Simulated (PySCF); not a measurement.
Species: C₅H₅O₃ (doublet state).
Cartesian coordinates in Å at the GFN2-xTB level; atoms count from 1:
```
atom  x, y, z in Å
C1     2.4690    0.1690   -0.0365
O2     1.3639   -0.6094   -0.1797
C3     0.2271   -0.2178    0.5336
C4    -0.9228   -1.1148    0.1678
C5    -1.8812   -0.3794   -0.3843
C6    -1.4328    1.0331   -0.4086
O7    -1.9923    2.0020   -0.8242
O8    -0.1968    1.0781    0.1675
H9     2.4513    1.0052    0.6353
H10    3.1620    0.0960   -0.8498
H11    0.4495   -0.2021    1.6178
H12   -0.8721   -2.1745    0.3240
H13   -2.8291   -0.6849   -0.7806
```

The hyperfine couplings belong to this conformer and change with its torsions.

Identity: `[CH2]O[C@@H]1C=CC(=O)O1` [radical].

Computed with UKS B3LYP, pcH-1 on C H O, non-relativistic, mean-field spin-orbit, GIAO in PySCF 2.14.0. Geometry: GFN2-xTB, one conformer, isolated molecule. Couplings are sensitive to structure, and on GFN2-xTB geometries they can be far from those on DFT ones. No stability test was run, so a lower SCF solution isn't excluded.

Question: Give the principal g shifts and their parts.

Answer: 
| Δg (ppm) | 1 | 2 | 3 |
| --- | --- | --- | --- |
| relativistic mass correction | -183 | -183 | -183 |
| gauge correction | -2 | 28 | 31 |
| orbital Zeeman/spin–orbit | 45 | 1116 | 1890 |
| total | -140 | 960 | 1738 |

So g = 2.00218, 2.00328, 2.00406 and g_iso = 2.00317; the tensor is rhombic: the two nearest values differ by 41 % of g3 − g1. Axes: g3 points within 13° of the C1–H10 bond.

Question: At 94.446 GHz, how far is the centre of the isotropic spectrum from where a free electron (g = 2.002319) resonates?

Answer: B = hν/(g μB) with μB/h = 13.99624 MHz/mT gives 3370.07 mT for the free electron and 3368.63 mT at g_iso, 1.43 mT lower.

Question: What effective moment and Curie constant follow for a powder?

Answer: With the mean of g² = 4.0127 and S(S+1) = 0.75: μ_eff = √(⟨g²⟩S(S+1)) = 1.735 μB and χT = 0.12505·⟨g²⟩·S(S+1) = 0.376 cm³ K/mol (cgs; spin-Hamiltonian part alone).

Question: In a frozen sample, at which fields do the three g values resonate at 9.5, 34, 94 and 263 GHz (hyperfine left aside), and which band first spreads them over more than twice a line width of 1.0 mT?

Answer: 
```
band    GHz  B(g3) mT  B(g2) mT  B(g1) mT  spread mT
   X    9.5    338.69    338.82    339.01       0.32
   Q   34.0   1212.15   1212.62   1213.29       1.14
   W   94.0   3351.24   3352.55   3354.39       3.14
   J  263.0   9376.35   9380.00   9385.15       8.80
```

The spread grows in proportion to the frequency. W band is the first where it exceeds 2.0 mT.

The largest Mulliken spin populations are on C1 (+0.97) and O2 (+0.10). C1 is the only atom above +0.15. The angles at C1 add up to 356.6°, so it is nearly planar; its axial dipolar tensor and the negative couplings of its protons fit spin in a p orbital normal to that plane.

The HOMO–LUMO gaps are 3.26 eV among the α and 5.98 eV among the β orbitals.
